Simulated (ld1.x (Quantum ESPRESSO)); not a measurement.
## Al: one change to a TM potential, before and after

```json
{"Element": "Al (Z = 13)", "Generator": "ld1.x (Quantum ESPRESSO) 7.5", "Type": "norm-conserving Troullier–Martins (Kleinman–Bylander form)", "Functional": "PBE", "Relativity": "scalar-relativistic", "Frozen core": "[Ne]", "Valence charge": "3", "Reference configuration": "3s1.75 3p1.25", "Partial waves": "3s (bound): rc 1.40 bohr; 3p (bound): rc 1.65 bohr; 3d channel at -0.1 Ry: rc 1.55 bohr", "Local potential": "all-electron potential smoothed inside 1.10 bohr (lloc = -1)", "Core correction": "Bessel-smoothed model core inside 1.25 bohr"}
```

All-electron outer shells of the reference configuration (PBE, scalar-relativistic, ld1.x):

```csv
shell,level (eV),outermost node (bohr),outermost maximum (bohr)
2s,-108.64,0.16,0.50
2p,-70.11,–,0.43
3s,-7.97,0.80,2.09
3p,-2.88,0.82,2.61
```

Change: local potential the d channel.

Cutoffs: the cutoffs (Ry, on a coarse ladder) from which the occupation-weighted sum of valence levels, in a spherical-Bessel basis at the reference potential, stays within 10 and 1 mRy of its value at 400 Ry; they do not see the model core or the augmentation charge, which bear on the density cutoff. Errors are all-electron minus pseudo energies relative to the spin-unpolarised reference configuration.

Question: What does the change do?

Answer: The potential gets neither clearly harder nor softer (35 Ry and 70 Ry → 35 Ry and 70 Ry); the bound ghost in s disappears; of the 7 tests that both files solve, the error grows in 0 and shrinks in 4 by more than 15 % and 0.3 meV (median size 2.4 → 2.3 meV). In the separable form a ghost depends on how the local part lies against the semilocal potential of the channel, so the choice of the local part can create or remove one.

| quantity | base | changed |
| --- | --- | --- |
| cutoff, loose | 35 Ry | 35 Ry |
| cutoff, tight | 70 Ry | 70 Ry |
| loose cutoff by channel (10 mRy a level) | s 12 Ry, p 6 Ry | s 30 Ry, p 6 Ry |
| bound ghosts | s | none |
| error for 3s2 3p1, meV [ΔE -1.27 eV] | +0.4 | +0.2 |
| error for 3s2 3p0, meV [ΔE 4.49 eV] | +5.3 | +3.3 |
| error for 3s1 3p0, meV [ΔE 23.72 eV] | +114 | +59 |
| error for 3s0 3p3, meV [ΔE 9.18 eV] | -2.4 | -2.3 |
| error for 3s2 3p0.5, meV [ΔE 0.82 eV] | +0.1 | 0.0 |
| error for 3s1 3p1, meV [ΔE 10.30 eV] | +20 | +12 |
| error for 3s1 3p2, meV [ΔE 3.87 eV] | +1.8 | +0.6 |
| s: phases at 1.81 bohr within 0.05 rad from the reference energy up to (Ry; the scan ends near 5) | -0.3 | -0.1 |
| p: phases at 1.81 bohr within 0.05 rad from the reference energy up to (Ry; the scan ends near 5) | 0.6 | 0.6 |
| d: phases at 1.81 bohr within 0.05 rad from the reference energy up to (Ry; the scan ends near 5) | to the end of the scan | to the end of the scan |

 A true bound ghost makes a file unfit for plane-wave use even where its test errors are small: the radial tests pick states by their node count and pass the ghost by.
